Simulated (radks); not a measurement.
Spherical jellium clusters: N electrons in a uniform positive sphere of charge N and radius rs N^(1/3), rs = 4.03 bohr. Method: non-relativistic Kohn-Sham, PBE, spin-polarised, spherical densities; computed with a radial shooting solver with Libxc functionals. Levels are named by radial order and angular momentum (1s, 1p, 1d, 2s, ...), and open shells are averaged over m.

N = 6, configuration 1s2 1p(up 3, down 1). This is the lowest configuration that the search found. Occupied and some empty levels:

| level | occupation | eigenvalue (eV) | <r> (bohr) |
|---|---|---|---|
| 1s up | 1 | -4.4791 | 5.101 |
| 1s down | 1 | -4.1186 | 4.856 |
| 1p up | 3 | -3.1247 | 6.183 |
| 1p down | 1 | -2.6323 | 6.188 |
| 1d up | 0 | -1.5090 | 7.388 |
| 2s up | 0 | -1.0655 | 8.226 |
| 1d down | 0 | -1.0324 | 7.678 |
| 2s down | 0 | -0.88670 | 8.366 |

Energy (eV): total -10.2190, kinetic 10.423, external -155.95, Hartree 76.109, exchange-correlation -21.068, background 80.263.
